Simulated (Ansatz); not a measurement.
The cluster Ca₄Se₃⁺. Total charge 1; doublet. Geometry PBE-D4/def2-SVP; atoms count from 1.

Cartesian coordinates in Å:
```
Ca -2.044 1.276 -0.957
Ca -3.877 -1.467 2.129
Ca 0.842 -0.464 0.728
Ca 3.104 0.433 -1.929
Se 0.365 0.738 -1.856
Se 3.479 -0.718 0.360
Se -1.869 0.201 1.526
```

Another isomer (doublet) lies 1.64 eV lower at PBE0-D4/def2-SVP; other spin states weren't run for this one.

(1) Estimate the Mulliken populations from the PBE0/def2-SVP orbitals of Ansatz.

(2) Where does the spin sit?

(3) And the Mayer bond orders between heavy atoms (over 0.3)?

Results:

(1) 
| atom | charge (e) | spin (α − β) |
| --- | --- | --- |
| Ca1 | 0.94 | 0.04 |
| Ca2 | 0.57 | 0.95 |
| Ca3 | 0.86 | 0.00 |
| Ca4 | 0.90 | 0.00 |
| Se5 | -0.82 | 0.00 |
| Se6 | -0.64 | 0.00 |
| Se7 | -0.80 | 0.01 |
Mulliken values depend strongly on the basis.

(2) Summed by element: Ca 0.99, Se 0.01, of 1 unpaired in all. Largest on single atoms: Ca2 0.95, Ca1 0.04, Se7 0.01.

(3) Ca1–Se5 0.92 (2.63 Å); Ca1–Se7 0.76 (2.71 Å); Ca2–Se7 0.78 (2.68 Å); Ca3–Se5 0.43 (2.89 Å); Ca3–Se6 0.96 (2.67 Å); Ca3–Se7 0.44 (2.90 Å); Ca4–Se5 0.60 (2.76 Å); Ca4–Se6 1.17 (2.59 Å).
